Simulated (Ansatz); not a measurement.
`C[CH2][Zn][OH]` + HCl → `C[CH2][Zn][Cl]` + H₂O  (ligand exchange at a Zn–O bond)

Calculated with Ansatz (gas phase, PBE0-D4/def2-TZVP geometries, no zero-point term in ΔE). CCSD(T)/CBS adds triple-zeta CCSD(T) − MP2 to the extrapolated MP2 energy (def2 sets, frozen cores). This one scheme is used for every species. DFT in def2-TZVPP. HSE06 is defined as in plane-wave codes. For Zn outer-core shells are correlated without core-valence functions, which leaves a few kJ/mol of doubt a bond. Scalar relativity is left out up to krypton. One conformer a species, not always the lowest.

Problem. Is it downhill or uphill in electronic energy at CCSD(T)/CBS, and by how much? (Estimate.)

Solution. Ansatz gave: Downhill: ΔE = -101.6 kJ/mol.

Problem. What do these levels give: r2SCAN-D4, B97M-V, r2SCAN0-D4, HSE06-D4, CAM-B3LYP-D4, PBE, revPBE, HF/def2-SVP, CCSD/def2-SVP, MP2/def2-TZVPP, CCSD(T)/def2-TZVPP, MP2/def2-QZVPP? (Best estimate.)

Solution. Ansatz gave: r2SCAN-D4 -98.0, B97M-V -98.5, r2SCAN0-D4 -106.9, HSE06-D4 -104.8, CAM-B3LYP-D4 -96.0, PBE -92.8, revPBE -93.9, HF/def2-SVP -124.2, CCSD/def2-SVP -98.9, MP2/def2-TZVPP -94.8, CCSD(T)/def2-TZVPP -95.7, MP2/def2-QZVPP -97.9 kJ/mol.

Problem. What do rigid-rotor, harmonic-oscillator terms from PBE0-D4/def2-TZVP frequencies (298.15 K, 1 bar) make of the CCSD(T)/CBS value? (Estimate.)

Solution. Ansatz gave: ΔZPE = +8.8 kJ/mol, ΔH = -93.3 kJ/mol, ΔS = -8 J/(mol·K), ΔG = -91.0 kJ/mol. Modes under 50 cm⁻¹ make the entropy rough.

Largest T1 diagnostic among the species: 0.015.

From PBE to PBE0 (25 % exact exchange), in def2-TZVPP and without D4, ΔE moves by −10.9 kJ/mol. In def2-TZVPP, CCSD(T) changes the Hartree–Fock value by +26.2 kJ/mol (the triples alone add +2.8 kJ/mol) and MP2 by +27.2 kJ/mol. At CCSD(T), def2-SVP lies +4.6 kJ/mol from the extrapolated value and def2-TZVPP +5.9 kJ/mol.
